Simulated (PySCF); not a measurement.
Species: C7H13Al.
Atom-mapped SMILES: `[CH2:1]=[C:2]([CH3:3])[C@H:4]1[CH2:5][CH2:6][AlH:7][CH2:8]1`

Structure used (PBE0-D3(BJ)/def2-SVP), in Å, numbered top down from 1:
```xyz
21
C7H13Al angstrom
C     -1.618   -1.332   -1.104
C     -1.398   -0.338   -0.234
C     -2.525    0.517    0.268
C     -0.027    0.015    0.299
C      1.073   -1.017   -0.011
C      2.428   -0.590    0.582
Al     2.358    1.345    0.252
C      0.435    1.427   -0.151
H     -2.626   -1.540   -1.474
H     -0.816   -1.970   -1.480
H     -2.575    0.492    1.370
H     -3.495    0.185   -0.128
H     -2.383    1.572   -0.016
H     -0.125    0.046    1.404
H      1.169   -1.099   -1.110
H      0.756   -2.013    0.342
H      2.446   -0.783    1.673
H      3.271   -1.161    0.162
H      3.469    2.486    0.292
H      0.271    1.534   -1.241
H     -0.142    2.237    0.323
```

NICS = −σ at a ghost point: NICS(0) at the centroid of the ring atoms, NICS(1) 1 Å to either side along the normal of their mean plane, zz for the tensor component along that normal. Level: GIAO HF/pcSseg-1 (PySCF, non-relativistic, gas phase) on the PBE0-D3(BJ)/def2-SVP geometry, one conformer.

Ring bond lengths (Å): C4–C5 1.539, C5–C6 1.539, C6–Al7 1.965, Al7–C8 1.967, C8–C4 1.553.

Q: Give the NICS values of each ring in ppm.

A: 
```csv
ring,type,NICS(0),"NICS(1), two faces","NICS(1)zz, two faces",rms pucker (Å),"centre to ring atoms, mean (Å)"
C4–C5–C6–Al7–C8,5-membered ring with Al; formal bonds all single,-3.5,-3.3 / -3.1,-0.7 / -0.9,0.19,1.43
```

Q: What can be read from them?

A: 
- C4–C5–C6–Al7–C8: mean NICS(1)zz -0.8 ppm, near zero. C4, C5, C6, C8 have four or more neighbours, and the NICS criterion for π rings isn't applied.

Q: At the first NICS(1) probe listed for ring C4–C5–C6–Al7–C8, 1 Å off the ring, how large is the induced field along the normal in 1 T applied along it?

A: NICSzz × B0 = -0.7 ppm × 1 T = -1 μT, against the applied field.

Q: List the ring angles.

A: 
- C4–C5–C6–Al7–C8: C4 109.8°, C5 111.5°, C6 100.2°, Al7 96.3°, C8 101.2°; sum 518.9° against 540° for a flat convex ring.

Q: How shielded are the nuclei of the rings and their hydrogens (means over atoms taken as equivalent)?

A: 
```
atoms                    environment  σ isotropic (ppm)  principal values of the symmetric part, first atom (ppm)
   C4                 allylic carbon              150.4                                       136.4, 144.3, 170.3
   C5                ring CH2 carbon              161.8                                       150.0, 162.5, 172.8
   C6                ring CH2 carbon              182.6                                       168.6, 182.8, 196.6
  Al7  aluminium bonded to 2 C and H              304.2                                       275.2, 285.6, 351.9
   C8                ring CH2 carbon              176.2                                       162.7, 168.5, 197.3
  H14               methine hydrogen              30.70                                          26.5, 30.0, 35.6
  H15             methylene hydrogen              30.81                                          25.4, 30.7, 36.3
  H16             methylene hydrogen              29.68                                          23.5, 29.7, 35.9
  H17             methylene hydrogen              31.85                                          26.6, 29.3, 39.7
  H18             methylene hydrogen              31.17                                          25.7, 28.6, 39.3
  H19                  Al–H hydrogen              26.46                                          23.6, 23.9, 31.9
  H20             methylene hydrogen              32.47                                          28.3, 30.0, 39.1
  H21             methylene hydrogen              31.03                                          25.7, 30.0, 37.4
```

Q: How do the values depend on the level or the medium?

A: 
| level | NICS(0), C4–C5–C6–Al7–C8 | mean NICS(1)zz, C4–C5–C6–Al7–C8 |
| --- | --- | --- |
| HF/pcSseg-1, gas | -3.5 | -0.8 |
| PBE0/pcSseg-1, gas | -3.2 | -1.1 |

The geometry is the same throughout.

Hardware: an Intel Xeon 6975P-C with one thread, shared host with 192 logical CPUs at a one-minute load of 19. Cost: 12 s, 0.92 GiB resident at most. This is the whole shielding run at HF/pcSseg-1, SCF included.
